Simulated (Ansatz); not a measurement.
Reaction (formal exchange of groups at the Si–C bond): `O[SiH2]/C(O)=C\Cl` + `O[SiH2]F` → `O[SiH2][SiH](O)F` + `O/C=C\Cl`

Computed with Ansatz on PBE0-D4/def2-TZVP structures; ΔE is electronic, products minus reactants. CBS: MP2 limit from def2 TZ/QZ plus the TZ coupled-cluster correction, frozen cores. Double bonds are as drawn, so ΔE can hold a change between cis and trans. Functionals use def2-TZVPP. B3LYP here is the variant with VWN-RPA as its local correlation; programs differ in this. Each species was taken in one conformer, which may not be the lowest.

```json
{"level": "PBE-D4", "ΔE (kJ/mol)": "-3.9"}
{"level": "PBE0-D4", "ΔE (kJ/mol)": "-0.4"}
{"level": "B3LYP-D4", "ΔE (kJ/mol)": "6.1"}
{"level": "r2SCAN", "ΔE (kJ/mol)": "4.6"}
{"level": "CCSD/def2-TZVPP", "ΔE (kJ/mol)": "11.3"}
{"level": "MP2/def2-QZVPP", "ΔE (kJ/mol)": "18.3"}
{"level": "SCS-MP2/def2-QZVPP", "ΔE (kJ/mol)": "17.3"}
{"level": "MP2/CBS(def2)", "ΔE (kJ/mol)": "17.7"}
```

**Question.** What does CCSD(T)/CBS give? (Estimate.)

**Answer.** Computed: +10.9 kJ/mol. The listed levels differ from it by -14.8, -11.3, -4.8, -6.3, 0.4, 7.4, 6.4, 6.8 kJ/mol.

Largest T1 diagnostic among the species: 0.012.

From PBE to PBE0 (25 % exact exchange), in def2-TZVPP and without D4, ΔE moves by +3.8 kJ/mol. In def2-TZVPP, CCSD(T) changes the Hartree–Fock value by +3.1 kJ/mol (the triples alone add +1.0 kJ/mol) and MP2 by +9.8 kJ/mol.
